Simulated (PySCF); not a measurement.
Structure elucidation problem

Molecular formula: C5H8F2O2Si. Simulated spectra:

1H NMR (600 MHz, computed): δ 10.18 (m, 1H), 6.11 (m, 1H), 4.15 (m, 1H), 4.09 (m, 1H), 2.37 (m, 1H), 1.81 (m, 1H), 1.77 (m, 1H), 0.91 (m, 1H).

13C{1H} NMR (computed): δ 205.9, 116.3, 110.2, 30.0, -0.3.

Method: GFN2-xTB geometry, GIAO PBE0/pcSseg-1 shieldings, in PySCF 2.14 (non-relativistic Hamiltonian, gas phase, one computed conformer).

Chemical shifts δ = σref − σ; 1H, 13C vs TMS, all at this level.

Problem. Choose the structure that fits.
A. O=C[C@@]1(F)O[C@H](F)CC[SiH2]1
B. O=C[C@H]1COC[SiH2]C1(F)F
C. O=COC1(C(F)F)C[SiH2]C1
D. CC(=O)O[SiH2]C/C(F)=C\F

Solution. A. 

- The formula gives 2 degrees of unsaturation (1 ring in the answer).
- 5 carbon signals for 5 carbons: no two carbons are equivalent.
- Carbon types of the structure: 1 × C, 2 × CH, 2 × CH2, leaving 2 H on heteroatoms.
- δC 205.9: aldehyde carbonyl carbon; the double bond to the heteroatom, with no lone-pair donor beside it, deshields it most.
- δC 116.3: fully substituted sp3 carbon bonded to F and O and Si, α to a carbonyl; 2 electronegative neighbours deshield it.
- δC 110.2: sp3 CH bonded to F and O; 2 electronegative neighbours deshield it.
- δC 30.0: sp3 CH2 in a ring; a saturated carbon with 2 carbon neighbours and no heteroatom attached.
- δH 10.18: hydrogen on an aldehyde carbonyl carbon; the formyl region, downfield of aromatic protons.

The others: O=COC1(C(F)F)C[SiH2]C1 would give 4 carbon signals, not 5; O=C[C@H]1COC[SiH2]C1(F)F has carbons computed at 210.3, 133.1, 69.1, 63.3, 59.1; CC(=O)O[SiH2]C/C(F)=C\F would give 4 signals for carbon-bound and other non-exchanging H, not 8.

Splittings by 19F in the carbon and heteronuclear signals aren't shown, as no couplings were computed. Shifts are as computed. Against solution values, carbons near 30 ppm lie about +3 ppm off and those near 130 ppm about +5 ppm. Of 1309 compounds with measured shifts, 239 miss one by over three times the rms of a fit or turn the order of signals round; such compounds aren't used in these exercises. No couplings were computed; multiplicities are counted from neighbouring protons, with m where these are inequivalent, close in shift, in a saturated or five-membered ring or joined by F or P, and br s for small geminal =CH2 splittings.
